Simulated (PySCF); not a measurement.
**Relaxation of singlet BrZrN**

Method: PySCF, PBE0, basis Zr def2-TZVP with ECP28, N def2-TZVP, Br def2-TZVP (scalar-relativistic core potentials, no spin–orbit coupling, density fitting). A (50,194) grid was used.

A start displaced from a saddle point along its imaginary mode, of Cs symmetry, held to at least that symmetry:

Coordinates in bohr (charge 0 multiplicity 1):
```
Zr   -0.0006   -0.1196   -1.9531
N     0.0022    0.4724   -5.1360
Br    0.0002    0.0524    3.1363
```

Optimiser trace:
```csv
step,E − E(last) (kJ/mol),largest gradient (Eh/bohr)
0,56.23,0.02795
1,51.47,0.00983
2,40.20,0.01598
3,24.73,0.02259
4,20.30,0.03622
5,12.90,0.03569
6,3.67,0.01914
7,1.31,0.01718
8,0.10,0.00257
9,0.01,0.00136
10,0.00,0.00011
11,0.00,0.00000
```

It ends at Cs with Zr–Br 2.568 Å, Zr–N 1.687 Å; Br–Zr–N 113.3° (after a last refinement on a finer grid). A frequency run shows a minimum. Other isomers or separated fragments may lie lower.

The relaxation took about 90 core-seconds on a shared host.
